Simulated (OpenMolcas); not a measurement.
**Zr⁺: effect of the active space**

- Program: OpenMolcas
- Method: CASSCF
- Basis: ANO-RCC-VQZP
- Scalar Hamiltonian: DKH2, point nucleus
- Spin-orbit coupling: state interaction with AMFI integrals over the reference wave functions, term energies averaged over their components

A. 3 electrons in 6 orbitals (4d 5s); 2S+1 = 4 even, 20 roots; 2S+1 = 2 even, 70 roots kept (CI in the orbitals of an earlier block); cost of the order of 22 core-seconds
B. 3 electrons in 11 orbitals (4d 5s 5d); 2S+1 = 4 even, 20 roots; 2S+1 = 2 even, 49 roots kept (CI in the orbitals of an earlier block); cost about 24 core-seconds

Energies in cm-1 above 4d2 5s 4F 3/2, the measured ground level; measured values from NIST Handbook of Basic Atomic Spectroscopic Data.

```
           Level      A      B  Measured
   4d2 5s 4F 3/2    0.0    0.0       0.0
   4d2 5s 4F 5/2    307    335       315
   4d2 5s 4F 7/2    735    807       763
   4d2 5s 4F 9/2   1271   1399      1323
      4d3 4F 3/2   3397   2912      2572
      4d3 4F 5/2   3734   3226      2895
      4d3 4F 7/2   4168   3636      3300
      4d3 4F 9/2   4674   4120      3758
4d2 5s 2D 3/2(1)   6271   5623          
4d2 5s 2D 5/2(1)   6557   6006          
      4d3 2P 1/2   8021   6710          
      4d3 2P 3/2   8444   7203          
   4d2 5s 2F 5/2   9167   7885      5753
   4d2 5s 4P 1/2   9334   9324          
   4d2 5s 4P 3/2   9547   9525          
   4d2 5s 2F 7/2   9837   8616      6468
   4d2 5s 4P 5/2   9871   9863          
      4d3 2G 7/2  10460   9512          
      4d3 2G 9/2  10759   9825          
      4d3 4P 1/2  12806  11727          
      4d3 4P 3/2  13013  11935          
      4d3 4P 5/2  13249  12190          
      4d3 2H 9/2  16236  14758
```

Deviations, from unrounded energies. A percentage is the sum of absolute deviations over the sum of measured energies, with the sign that they share, or ± where signs differ.

```csv
Against measurement,Levels,A,B
mean absolute deviation (cm-1),9,1100,640
fine structure of the ground term (%),3,-3.6,+5.8
other terms of the ground configuration (%),2,+55.5,+35.0
other configurations (%),4,+27.5,+10.9
```

B lies closest to measurement on these levels. The largest miss of B in the table is 4d2 5s 2F 7/2, by +2100 cm-1. The ranking rests on the paired levels alone, and a cruder setting can come out closer through cancelling errors.

The spin-orbit steps hold different terms of 4d2 5s (B lacks a 2D, 2P, 2S), which shifts levels as well.

Between A and B the level of the table that moves most is 4d3 2H 9/2, by 1500 cm-1 (lowest in B, highest in A).

Without dynamic correlation excited terms often stand tens of per cent too high (terms of higher spin than the ground term too low), and those without a measured partner can miss by more than the paired ones. Terms from blocks run as CI alone lack orbitals of their own. Configurations are named by rounded mean occupations; where the s occupation lies near a half they are strongly mixed, a name can repeat and a true partner stay unpaired (holds for A). A single d shell beside an s shell can misplace configurations of different d count against each other (holds for A). Some levels mix across a computed gap that differs much from the measured one, so their mixing is not that of the real levels (holds for B). Active for correlation alone: 5d; no level in the range computed is led by a configuration that fills it, so any true level of that kind is missing (holds for B). Measured partners are found by configuration, term and J. A level has none where our copy of the source lacks it or the pairing is in doubt (some pairs that miss far off the trend of their configuration count as doubtful), and it then counts in no deviation. Only configurations of the active space appear. The table leaves out levels that lie high or whose names do not pair safely across all columns.

A number in round brackets counts repeated terms of one configuration in the order of the reference energies.
